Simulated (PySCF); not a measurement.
## Spin-rotation constants: `CCS[C@H](F)CC`, C$_{5}$H$_{11}$FS

Molfile (atoms numbered from 1):
```
C5H11FS
     RDKit          3D

 18 17  0  0  0  0  0  0  0  0999 V2000
    2.7794    0.0220    0.3884 C   0  0  0  0  0  0  0  0  0  0  0  0
    2.1186   -1.0226   -0.4903 C   0  0  0  0  0  0  0  0  0  0  0  0
    0.8556   -0.3127   -1.6052 S   0  0  0  0  0  0  0  0  0  0  0  0
   -0.5442   -0.1800   -0.4385 C   0  0  2  0  0  0  0  0  0  0  0  0
   -0.8998   -1.4388   -0.0149 F   0  0  0  0  0  0  0  0  0  0  0  0
   -1.7224    0.5028   -1.1098 C   0  0  0  0  0  0  0  0  0  0  0  0
   -2.8556    0.7581   -0.1229 C   0  0  0  0  0  0  0  0  0  0  0  0
    3.2337    0.7975   -0.2240 H   0  0  0  0  0  0  0  0  0  0  0  0
    2.0585    0.4878    1.0573 H   0  0  0  0  0  0  0  0  0  0  0  0
    3.5535   -0.4452    0.9940 H   0  0  0  0  0  0  0  0  0  0  0  0
    2.8441   -1.4858   -1.1578 H   0  0  0  0  0  0  0  0  0  0  0  0
    1.6269   -1.8002    0.0935 H   0  0  0  0  0  0  0  0  0  0  0  0
   -0.2075    0.3580    0.4552 H   0  0  0  0  0  0  0  0  0  0  0  0
   -2.0684   -0.1376   -1.9231 H   0  0  0  0  0  0  0  0  0  0  0  0
   -1.3682    1.4404   -1.5403 H   0  0  0  0  0  0  0  0  0  0  0  0
   -3.6985    1.2165   -0.6329 H   0  0  0  0  0  0  0  0  0  0  0  0
   -3.1862   -0.1776    0.3218 H   0  0  0  0  0  0  0  0  0  0  0  0
   -2.5285    1.4239    0.6731 H   0  0  0  0  0  0  0  0  0  0  0  0
  1  2  1  0
  2  3  1  0
  3  4  1  0
  4  5  1  0
  4  6  1  0
  6  7  1  0
  1  8  1  0
  1  9  1  0
  1 10  1  0
  2 11  1  0
  2 12  1  0
  4 13  1  1
  6 14  1  0
  6 15  1  0
  7 16  1  0
  7 17  1  0
  7 18  1  0
M  END
```

Theory: GIAO B3LYP/pcSseg-1 magnetisability, rotational g tensor and spin-rotation constants, non-relativistic, gas phase in PySCF. Geometry: GFN2-xTB.

(1) Give the nuclear spin-rotation constants along the inertial axes (H = +C I·J) beside the isotropic shieldings.

(2) How do the rotational constants and the g tensor change when H8, H9, H10, H11, H12, H13, H14, H15, H16, H17, H18 are replaced by deuterium?

## Answers

(1) Rotational constants 3.9576, 1.0933, 1.0566 GHz. A star marks the isotopologue with that one atom substituted, in its own axes.
| atom | isotope | Caa (kHz) | Cbb (kHz) | Ccc (kHz) | mean (kHz) | σ (ppm) |
| --- | --- | --- | --- | --- | --- | --- |
| F5 | 19F | 3.208 | 0.781 | 0.351 | 1.447 | 364.2 |
| H8 | 1H | -0.397 | -0.025 | -0.080 | -0.167 | 30.6 |
| H9 | 1H | -0.140 | -0.097 | -0.075 | -0.104 | 30.3 |
| H10 | 1H | -0.103 | -0.064 | -0.119 | -0.096 | 30.4 |
| H11 | 1H | -0.116 | -0.084 | -0.081 | -0.094 | 29.4 |
| H12 | 1H | -0.338 | -0.010 | -0.078 | -0.142 | 28.7 |
| H13 | 1H | -0.307 | -0.053 | 0.001 | -0.120 | 26.2 |
| H14 | 1H | -0.389 | -0.094 | -0.004 | -0.162 | 29.9 |
| H15 | 1H | -0.425 | -0.041 | -0.053 | -0.173 | 30.2 |
| H16 | 1H | -0.057 | -0.080 | -0.119 | -0.086 | 30.6 |
| H17 | 1H | -0.400 | -0.040 | -0.059 | -0.166 | 30.3 |
| H18 | 1H | -0.407 | -0.102 | -0.010 | -0.173 | 30.9 |
| C1 | 13C* | 0.632 | 0.160 | 0.146 | 0.313 | 163.8 |
| C2 | 13C* | 0.665 | 0.183 | 0.180 | 0.343 | 150.7 |
| S3 | 33S* | 0.956 | 0.418 | 0.340 | 0.571 | 374.9 |
| C4 | 13C* | 1.199 | 0.310 | 0.274 | 0.594 | 75.8 |
| C6 | 13C* | 0.661 | 0.191 | 0.187 | 0.346 | 148.1 |
| C7 | 13C* | 0.548 | 0.155 | 0.154 | 0.286 | 167.9 |

For the geometry as given, no vibrational averaging.

(2) Constants 3.3494, 0.9132, 0.8915 GHz; g -0.0164, -0.0027, -0.0018, against -0.0189, -0.0030, -0.0024 before.
